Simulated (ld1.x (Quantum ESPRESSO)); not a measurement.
## Logarithmic derivatives: Zn, TM

```json
{"Element": "zinc (Zn)", "Generator": "ld1.x (Quantum ESPRESSO) 7.5", "Type": "norm-conserving Troullier–Martins (Kleinman–Bylander form)", "Functional": "LDA (PZ)", "Relativity": "scalar-relativistic", "Frozen core": "[Ne]", "Valence charge": "20", "Reference configuration": "3s2 3p6 3d10 4s1.75 4p0.25", "Partial waves": "3p (bound): rc 1.10 bohr; 3d (bound): rc 1.35 bohr; 3s (bound): rc 0.80 bohr", "Local potential": "the s channel", "Core correction": "Bessel-smoothed model core inside 0.50 bohr"}
```

Occupied shells without a wave of their own: 4p, 4s. They enter only through the test configuration that unscreens the potential, and ld1.x also counts them in the model core charge.

The phase is arctan(r·u′/u) with u = r·R(r), unwrapped; energies in Ry, scanned from -11 to 5 Ry. A pole is an energy at which the radial function vanishes at the test radius. The pseudo phase is shifted by a multiple of π to meet the all-electron one at the reference energy, and phase errors are pseudo minus all-electron; the curves can meet again beyond the range given. Levels narrower than the energy grid can be missing from the lists of poles.

```tsv
channel	radius (bohr)	reference energy (Ry)	poles, all-electron	poles, pseudo	unbroken range about the reference energy with phases within 0.05 rad	phase error 1 Ry above the reference energy (rad)
s	1.50	-9.50	-9.24	-9.24	below 0.4	-0.000
p	1.50	-6.16	-5.77	-5.77	below 2.7	-0.000
d	1.50	-0.81	0.03	0.04	below 3.9	+0.004
```

ld1.x takes every shell without a wave as core, so the model core holds the 4p, 4s electrons as well and exchange and correlation see them twice. This cancels in the reference configuration, but the file is broken for other ones, and its errors say nothing about a proper core correction.

Phases in the d channel:

```tsv
E (Ry)	all-electron	pseudo
-11.00	1.372	1.372
-10.76	1.370	1.370
-10.52	1.368	1.368
-10.28	1.365	1.365
-10.04	1.363	1.363
-9.80	1.360	1.361
-9.56	1.358	1.358
-9.32	1.355	1.355
-9.08	1.352	1.352
-8.84	1.349	1.349
-8.60	1.346	1.346
-8.36	1.343	1.343
-8.12	1.339	1.339
-7.88	1.335	1.336
-7.64	1.332	1.332
-7.40	1.328	1.328
-7.16	1.323	1.324
-6.92	1.319	1.320
-6.68	1.314	1.315
-6.44	1.309	1.310
-6.20	1.304	1.304
-5.96	1.298	1.299
-5.72	1.292	1.293
-5.48	1.285	1.286
-5.24	1.278	1.279
-5.00	1.270	1.271
-4.76	1.261	1.262
-4.52	1.251	1.252
-4.28	1.240	1.242
-4.04	1.228	1.230
-3.80	1.214	1.216
-3.56	1.198	1.200
-3.32	1.179	1.181
-3.08	1.156	1.158
-2.84	1.127	1.130
-2.60	1.091	1.094
-2.36	1.044	1.047
-2.12	0.977	0.980
-1.88	0.877	0.881
-1.64	0.712	0.717
-1.40	0.410	0.415
-1.16	-0.137	-0.134
-0.92	-0.766	-0.766
-0.68	-1.159	-1.159
-0.44	-1.369	-1.368
-0.20	-1.492	-1.490
0.04	-1.573	-1.570
0.28	-1.631	-1.627
0.52	-1.676	-1.671
0.76	-1.713	-1.707
1.00	-1.744	-1.738
1.24	-1.773	-1.765
1.48	-1.799	-1.790
1.72	-1.824	-1.813
1.96	-1.849	-1.836
2.20	-1.873	-1.858
2.44	-1.899	-1.881
2.68	-1.925	-1.905
2.92	-1.954	-1.930
3.16	-1.985	-1.956
3.40	-2.019	-1.984
3.64	-2.057	-2.015
3.88	-2.099	-2.050
4.12	-2.149	-2.088
4.36	-2.206	-2.131
4.60	-2.273	-2.180
4.84	-2.354	-2.238
```
